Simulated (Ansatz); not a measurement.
Species: C2H2B, charge 0, doublet. C2H2B (SMILES C(#C)[BH], doublet).
B3LYP-D3(BJ)/def2-TZVP minimum from Ansatz (a program for electronic structure):
```xyz
5

B      0.2892    -1.3538    -0.4047
C      0.0007     0.0021    -0.0070
C     -0.2524     1.1140     0.4334
H     -0.4724     2.0820     0.8149
H      0.5366    -2.0092    -1.3493
```
Charge 0, spin multiplicity 2.

Total energies in aug-cc-pVDZ, 13 correlated electrons, 3 frozen orbitals. Radicals and triplets start from unrestricted determinants; spin-orbit coupling is neglected. Correlated methods leave the cores frozen. No relativity. The UHF reference of C2H2B ([BH]C#C, doublet) is spin-contaminated (<S^2> up to 0.18 over the pure value in the sets run).

```tsv
method	program	energy (Eh)	minus CCSDT(Q) (mEh)
HF	Ansatz	-101.46480	354.91
MP2	Ansatz	-101.76586	53.86
CCSD	Ansatz	-101.80128	18.44
CCSD(T)	Ansatz	-101.81695	2.77
CCSDT(Q)	Ansatz	-101.81972	0.00
```

Rough core times of Ansatz's runs on a shared machine: CCSD(T) under 20 s, CCSDT(Q) 10 min.
